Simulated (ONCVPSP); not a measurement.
**What the settings do to the ONCV potential of germanium (Ge)**

Base potential:

ONCVPSP 4.0.1 input, shortened (lines: element, Z, core and valence counts, functional; n l f; lmax; l rc ep ncon nbas qcut; lloc lpopt rc5 dvloc0; l nproj debl; icmod fcfact rcfact), PBE, scalar-relativistic:

```
  Ge 32.00    6    2        4      upf
    1    0    2.00
    2    0    2.00
    2    1    6.00
    3    0    2.00
    3    1    6.00
    3    2   10.00
    4    0    1.00
    4    1    3.00
    2
    0    1.75    0.00    4    9    4.40
    1    2.30    0.00    5    8    3.60
    2    1.85    0.12    4    7    6.10
    4    2    1.25    0.00
    0    2    1.90
    1    2    1.60
    2    1    0.60
    1    0.55    0.00
```

Cutoffs, loose and tight: the cutoffs (Ha) at which the residual kinetic energy of the hardest occupied pseudo-wave falls to 1 and 0.1 mHa per electron. They do not see the model core or the augmentation charge, which bear on the density cutoff. Test errors are all-electron minus pseudo excitation energies from the reference, over the configurations 4s2 4p2; 4s2 4p1; 4s2 4p0; 4s1 4p2. A dash means not determined; rows that change the core or the reference have their own tests.

| change | outcome | cutoff, loose | cutoff, tight | bound ghosts | GHOST(+) flags above zero | largest test error (meV) |
| --- | --- | --- | --- | --- | --- | --- |
| base | generated | 8.5 Ha | 26 Ha | none | s, d | -20 |
| p: qcut 2.4 | generated | 8.5 Ha | 28 Ha | none | s, d | -20 |
| p: qcut 3 | generated | 8.5 Ha | 29 Ha | none | s, d | -20 |
| p: qcut 4 | generated | 8.5 Ha | 18 Ha | none | s, d | -21 |
| p: qcut 4.6 | generated | 8.5 Ha | 18 Ha | none | s, d | -21 |
| p: qcut 5.4 | generated | 8.5 Ha | 18 Ha | none | s, d | -22 |

(1) What comes out with this change to the base: p: qcut 3.4?

## Answers

(1) outcome: generated; cutoff, loose: 8.5 Ha; cutoff, tight: 27 Ha; bound ghosts: none; GHOST(+) flags above zero: s, d; largest test error (meV): -20.

Reading the sweep of the qcut of the p channel (base included, trends over the rows without a ghost): The loose cutoff stays near 8.5 Ha. The median size of the test errors (rows with all tests solved) rises from 6.2 meV at 2.4 to 8.5 meV at 5.4 1/bohr.
